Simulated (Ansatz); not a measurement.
Consider the formal loss of a carbene: `C[OH+][InH3-]` → `[CH2]` (triplet) + `[OH2+][InH3-]`.

Computed with Ansatz on PBE0-D4/def2-TZVP structures; ΔE is electronic, products minus reactants. CCSD(T)/CBS adds triple-zeta CCSD(T) − MP2 to the extrapolated MP2 energy (def2 sets, frozen cores). This one scheme is used for every species. DFT in def2-TZVPP. Triplets are unrestricted, without spin–orbit coupling. def2 core potentials past Kr. For In outer-core shells are correlated without core-valence functions, which leaves a few kJ/mol of doubt a bond.

`C[OH+][InH3-]`:

```xyz
10

C    -1.443   -0.395    0.096
O    -0.147   -0.753   -0.378
In    1.626    0.837   -0.107
H    -1.439   -0.227    1.176
H    -1.713    0.532   -0.406
H    -2.171   -1.166   -0.163
H     0.115   -1.597    0.001
H     1.110    1.310    1.483
H     1.214    1.843   -1.450
H     2.847   -0.385   -0.251
```

`[CH2]` (triplet):

Z-matrix (Å, degrees):
```
C
H 1 1.079
H 1 1.079 2 134.9
```

`[OH2+][InH3-]`:

Cartesian coordinates in Å:
```
O -0.830 1.020 0.345
In 0.647 -0.717 -0.517
H -1.612 0.631 0.748
H -0.381 1.511 1.040
H 1.965 -0.137 0.452
H -0.361 -1.974 0.128
H 0.573 -0.334 -2.197
```

| species | r2SCAN-D4 energy (Eh) |
| --- | --- |
| `C[OH+][InH3-]` | -307.68888 |
| `[CH2]` (triplet) | -39.14635 |
| `[OH2+][InH3-]` | -268.40378 |

Question: Work out ΔE.

Answer: ΔE = (-39.14635) + (-268.40378) − (-307.68888) = 0.13875 Eh = +87.1 kcal/mol. CCSD(T)/CBS gives +92.3 kcal/mol.

Largest T1 diagnostic among the species: 0.013.

The D4 term adds +2.2 kcal/mol with B3LYP and +1.2 kcal/mol with PBE0; it sums over pairs of atoms, weighted by their polarisabilities, and B3LYP, whose exchange is more repulsive, gets the larger term. From BLYP to BHLYP (50 % exact exchange), in def2-TZVPP and without D4, ΔE moves by −1.6 kcal/mol. In def2-TZVPP, CCSD(T) changes the Hartree–Fock value by +30.2 kcal/mol (the triples alone add +2.4 kcal/mol) and MP2 by +31.9 kcal/mol.

B3LYP here is the variant with VWN-RPA as its local correlation; programs differ in this.
